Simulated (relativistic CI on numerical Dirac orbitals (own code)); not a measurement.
# Au XXXVIII: q coefficients and field-shift factors

Computed by Dirac-Coulomb-Breit CI, orbitals from a KLI potential per configuration, derivatives by finite differences, unscaled Slater integrals, QED left out (own radial code, finite nucleus).

CI space (outside the closed core [Ar] 3d10): 4s²4p⁶4d⁶, 4s²4p⁶4d⁵4f, 4s²4p⁴4d⁸, 4s4p⁶4d⁷, 4p⁶4d⁸, 4s²4p⁶4d⁵5s, 4s²4p⁶4d⁴5s², 4s4p⁶4d⁶5s. Levels of other configurations are missing.

With x = (α/α₀)² − 1 an excitation energy changes as ω = ω₀ + qx; K = 2q/ω₀ is the relative enhancement. Terms are leading LS components, so labels can repeat. The field-shift factor is F = δν/δ⟨r²⟩ for the transition from the lowest level.

Lowest level 4s²4p⁶4d⁶ ³F4.

| Level | ω₀ (cm⁻¹) | q (cm⁻¹) | K | F (GHz/fm²) |
| --- | --- | --- | --- | --- |
| 4s²4p⁶4d⁶ ³P2 | 23523 | 2060 | 0.175 | -0.933 |
| 4s²4p⁶4d⁶ ³P0 | 80025 | 19340 | 0.483 | 0.888 |
| 4s²4p⁶4d⁶ ⁵D3 | 172700 | 205000 | 2.37 | 7.1 |
| 4s²4p⁶4d⁶ ⁵D4 | 182436 | 194200 | 2.13 | 7.14 |
| 4s²4p⁶4d⁶ ⁵D1 | 187410 | 205900 | 2.2 | 6.93 |
| 4s²4p⁶4d⁶ ³G5 | 214048 | 195700 | 1.83 | 7.37 |
| 4s²4p⁶4d⁶ ³H6 | 217518 | 195600 | 1.8 | 7.72 |
| 4s²4p⁶4d⁶ ³F2 | 231057 | 199400 | 1.73 | 5.98 |
| 4s²4p⁶4d⁶ ³D3 | 237788 | 201400 | 1.69 | 7.11 |
| 4s²4p⁶4d⁶ ³P0 | 269100 | 192000 | 1.43 | 6.39 |
| 4s²4p⁶4d⁶ ³P1 | 281822 | 207400 | 1.47 | 7.27 |
| 4s²4p⁶4d⁶ ³D2 | 282515 | 215900 | 1.53 | 7.79 |
| 4s²4p⁶4d⁶ ¹G4 | 285342 | 207600 | 1.46 | 7.98 |
| 4s²4p⁶4d⁶ ³F3 | 293287 | 199000 | 1.36 | 7.31 |
| 4s²4p⁶4d⁶ ⁵D2 | 367466 | 401200 | 2.18 | 13.4 |
| 4s²4p⁶4d⁶ ⁵D0 | 377886 | 397900 | 2.11 | 14.2 |
| 4s²4p⁶4d⁶ ³H4 | 394651 | 398400 | 2.02 | 14.1 |
| 4s²4p⁶4d⁶ ⁵D3 | 404332 | 394400 | 1.95 | 13.7 |
| 4s²4p⁶4d⁶ ³H5 | 412351 | 400300 | 1.94 | 14.6 |
| 4s²4p⁶4d⁶ ¹I6 | 429052 | 397600 | 1.85 | 15.1 |
| 4s²4p⁶4d⁶ ³G3 | 430805 | 404100 | 1.88 | 14.3 |
| 4s²4p⁶4d⁶ ³D1 | 438266 | 392200 | 1.79 | 13.3 |
| 4s²4p⁶4d⁶ ³F2 | 450875 | 398000 | 1.77 | 12.8 |

At this charge energies of transitions that change n are usually good to better than 1 %, and those within a shell (Δn = 0) to a few per cent. Terms inside the open d or f shell come out 10 to 20 % too wide with unscaled integrals.
